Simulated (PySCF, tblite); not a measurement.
Isomers of C7H9FN (doublet state). Level: GFN2-xTB in tblite, geometry and Hessian alike; calculated harmonic values, unscaled, isolated species. This tight-binding method is rough: wavenumbers can miss measured ones by several per cent, in bad cases by 10 to 20. One conformer each. Open shells enter through the occupations alone, without spin polarisation, and single modes of such species can be off by tens of per cent.

Electronic energies: B3LYP/pcH-1 single points on the GFN2-xTB geometries (PySCF, gas phase).

```csv
SMILES,"electronic energy, lowest = 0 (kcal/mol)"
[CH2]/C(CF)=C(/C)CC#N,18.9
C[C@@H]1C=CC(N)=C[C]1F,0.0
[H]/N=C(\C=[C]/CF)C1CC1,63.1
[H]/N=C(\C=C\[CH]F)C1CC1,30.7
CC1=C(F)[CH][C@@H](N)C=C1,5.6
```

**Question.** How do GFN2-xTB zero-point energies change the relative energies?

**Answer.** 
```csv
SMILES,ZPE (kcal/mol),of it from modes above 1550 cm⁻¹,electronic (kcal/mol),"with ZPE, lowest = 0 (kcal/mol)",lowest mode (cm⁻¹),rings
C[C@@H]1C=CC(N)=C[C]1F,89.4,42.5,0.0,0.0,62,1
CC1=C(F)[CH][C@@H](N)C=C1,89.0,44.4,5.6,5.2,39,1
[CH2]/C(CF)=C(/C)CC#N,87.5,42.2,18.9,17.0,34,0
[H]/N=C(\C=C\[CH]F)C1CC1,88.4,42.4,30.7,29.6,37,1
[H]/N=C(\C=[C]/CF)C1CC1,88.0,44.7,63.1,61.7,11,1
```

The zero-point energies span 1.9 kcal/mol, from `[CH2]/C(CF)=C(/C)CC#N` to `C[C@@H]1C=CC(N)=C[C]1F`. The order is unchanged.

**Question.** And how do the electronic energies of GFN2-xTB itself compare?

**Answer.** `C[C@@H]1C=CC(N)=C[C]1F` 0.0; `CC1=C(F)[CH][C@@H](N)C=C1` 10.2; `[CH2]/C(CF)=C(/C)CC#N` 34.0; `[H]/N=C(\C=C\[CH]F)C1CC1` 37.9; `[H]/N=C(\C=[C]/CF)C1CC1` 64.1 kcal/mol, lowest = 0. Against the energies above, taken from the same isomer `C[C@@H]1C=CC(N)=C[C]1F`, the largest difference is 15.1 kcal/mol.

**Question.** What do entropy and thermal enthalpy add at 298.15 K and 1 bar (rigid rotor, harmonic oscillator, one conformer each)?

**Answer.** 
| SMILES | point group | symmetry number | S (cal/(mol K)) | H − H(0) (kcal/mol) | ZPE + H − H(0) − TS (kcal/mol) |
| --- | --- | --- | --- | --- | --- |
| C[C@@H]1C=CC(N)=C[C]1F | C1 | 1 | 92.6 | 6.22 | 68.1 |
| CC1=C(F)[CH][C@@H](N)C=C1 | C1 | 1 | 96.0 | 6.42 | 66.8 |
| [CH2]/C(CF)=C(/C)CC#N | C1 | 1 | 103.1 | 7.11 | 63.9 |
| [H]/N=C(\C=C\[CH]F)C1CC1 | Cs | 1 | 99.1 | 6.55 | 65.4 |

S holds R ln(2S + 1) for the spin.

Not tabulated: `[H]/N=C(\C=[C]/CF)C1CC1` (lowest mode only 11 cm⁻¹).
